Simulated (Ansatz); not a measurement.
Basis-set series for FH₃SeSi (`F[SiH2][SeH]`). The species carries charge 0 and has multiplicity 1. The geometry is a stationary point of PBE0-D4/def2-TZVP. It is one conformer, not always the lowest.

| atom | x (Å) | y (Å) | z (Å) |
| --- | --- | --- | --- |
| F1 | -0.7332 | -1.5158 | 0.6510 |
| Si2 | 0.2625 | -0.2909 | 0.4045 |
| Se3 | 0.0501 | 0.5805 | -1.6678 |
| H4 | -0.0474 | 0.7246 | 1.4336 |
| H5 | 1.6479 | -0.8003 | 0.4932 |
| H6 | -1.1799 | 1.3019 | -1.3145 |

```json
{"functional": "PBE0-D4", "basis": "def2-SVP", "functions": "79", "energy (Eh)": "-2791.80289", "HOMO (eV)": "-7.43", "LUMO (eV)": "0.09"}
{"functional": "PBE0-D4", "basis": "def2-QZVPP", "functions": "306", "energy (Eh)": "-2792.40113", "HOMO (eV)": "-7.56", "LUMO (eV)": "-0.38"}
{"functional": "ωB97M-V", "basis": "def2-SVP", "functions": "79", "energy (Eh)": "-2792.11455", "HOMO (eV)": "-9.58", "LUMO (eV)": "2.10"}
{"functional": "ωB97M-V", "basis": "def2-QZVPP", "functions": "306", "energy (Eh)": "-2792.71221", "HOMO (eV)": "-9.73", "LUMO (eV)": "1.21"}
```

Question: Give the rows for def2-TZVPP. (Best estimate.)

Answer: Computed: 
| functional | basis | functions | energy (Eh) | HOMO (eV) | LUMO (eV) |
| --- | --- | --- | --- | --- | --- |
| PBE0-D4 | def2-TZVPP | 163 | -2792.33457 | -7.54 | -0.21 |
| ωB97M-V | def2-TZVPP | 163 | -2792.64835 | -9.71 | 1.61 |

Positive LUMOs are unbound and depend on the basis. Scalar relativity is left out up to krypton.
